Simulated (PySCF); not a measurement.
Constitutional and geometric isomers with formula CH4OSi. All species are isolated molecules in the gas phase. One relaxed conformer stands for each flexible species; it need not be the lowest. Strings in code marks are SMILES.

These are B3LYP-D3(BJ)/def2-TZVP (PySCF 2.14.0) values and carry that method's errors. B3LYP has the VWN-RPA correlation part, as in Gaussian. Excitations are Tamm–Dancoff values on a coarser integration grid. The basis has no diffuse functions, so Rydberg states are missing or too high.

```csv
species,LUMO (eV),brightest of the four lowest singlets (TDA) (eV)
`C1O[SiH2]1`,-0.76,6.09
`C=[SiH]O` (C–Si–O–H torsion 0°),-0.50,5.74
`C[SiH]=O`,-1.72,6.27
`O=C[SiH3]`,-1.91,6.21
`OC=[SiH2]` (H–O–C–Si torsion 164°),-1.14,5.15
```
